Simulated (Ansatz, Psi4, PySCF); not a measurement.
C4H3S (SMILES [c]1ccsc1), doublet, at a GFN2-xTB geometry. Base run: PySCF with WB97X/6-311G**.

The PySCF input:
```python
from pyscf import gto, scf, dft

mol = gto.Mole()
mol.atom = '''
    S    -0.00426082    0.01335767    1.14805323
    C     0.01929047    1.29020021   -0.06753540
    C    -0.01728820   -1.19482996   -0.08588622
    C     0.01570540    0.73094110   -1.26843948
    C    -0.00465609   -0.66848623   -1.33994694
    H     0.03310944    2.31060780    0.24930890
    H    -0.03364272   -2.22856990    0.19962805
    H    -0.00960313   -1.24271139   -2.24694036
'''
mol.basis = '6-311g**'
mol.spin = 1
mol.verbose = 4
mol.build()

mf = dft.UKS(mol)
mf.xc = 'wb97x'
mf.kernel()
```

The same geometry, method and basis name were run in Ansatz (a program for electronic structure) and Psi4 and PySCF, at each program's defaults and at the settings that a row names. The base is PySCF at its defaults. Differences at the defaults can come from grids, fitting, cores and function types together.

| code and settings | ΔE vs base (µEh) | basis functions | E (Eh) | SCF cycles | dipole (D) |
|---|---|---|---|---|---|
| PySCF, defaults (exact integrals, its default grid, spherical functions) | 0.0 | 116 | -552.30543 | 16 | 0.57 |
| Psi4, defaults (density fitting with its default set, its default grid, spherical functions) | -49.6 | 116 | -552.30548 | 13 | 0.57 |
| Ansatz, defaults (factorised integrals, its default grid, Cartesian functions) | -527 | 117 | -552.30596 | - | - |
| PySCF, density fitting with def2-universal-jkfit | -47.6 | 116 | -552.30548 | 16 | 0.57 |
| PySCF, fine grid | 21.2 | 116 | -552.30541 | 16 | 0.57 |
| Psi4, exact integrals, spherical functions, fine grid | 24.3 | 116 | -552.30541 | 18 | 0.57 |
| Ansatz, high accuracy, Cartesian functions as the basis file defines them | -530 | 117 | -552.30596 | - | - |

Open shells are given as the SCF converged; they aren't shown to be the lowest states, and a large step between rows can be another state.
